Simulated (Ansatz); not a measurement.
One change: `[OH][Ge][N]([SiH3])[SiH3]` becomes `F[Si]N([SiH3])[SiH3]`.

Ansatz, PBE0-D4/def2-TZVP geometries, multiplicity 1. Each molecule was computed in one conformer, which needn't be the lowest.

Scalar relativity is left out up to krypton.

```tsv
property	`[OH][Ge][N]([SiH3])[SiH3]`
size of the dipole moment (PBE/def2-TZVPP) / D	1.03
HOMO–LUMO gap (PBE/def2-TZVPP) / eV	4.02
HOMO–LUMO gap (B3LYP/def2-TZVPP) / eV	5.51
HOMO energy (B3LYP/def2-TZVPP) / eV	-7.46
LUMO energy (ωB97M-V/def2-TZVPP) / eV	0.18
ideal-gas entropy at 298 K and 1 bar (rigid rotor, harmonic PBE0-D4/def2-TZVP) / J/(mol·K)	397
```

Question: What does the change do to each property? (Estimate.)

Answer: The calculation gave: 
```csv
property,`F[Si]N([SiH3])[SiH3]`,shift
size of the dipole moment (PBE/def2-TZVPP) / D,1.20,0.17
HOMO–LUMO gap (PBE/def2-TZVPP) / eV,3.75,-0.27
HOMO–LUMO gap (B3LYP/def2-TZVPP) / eV,5.32,-0.19
HOMO energy (B3LYP/def2-TZVPP) / eV,-7.20,0.26
LUMO energy (ωB97M-V/def2-TZVPP) / eV,0.26,0.08
"ideal-gas entropy at 298 K and 1 bar (rigid rotor, harmonic PBE0-D4/def2-TZVP) / J/(mol·K)",375,-22
```

The zero-point energy changes by -27.1 kJ/mol with -3 modes. Dipoles are sizes alone; their direction can turn. Modes under 60 cm⁻¹, often nearly free rotors, make the harmonic entropy too high.

Positive LUMOs are unbound, so they and the gaps depend on the basis.

B3LYP here is the variant with VWN-RPA as its local correlation; programs differ in this.
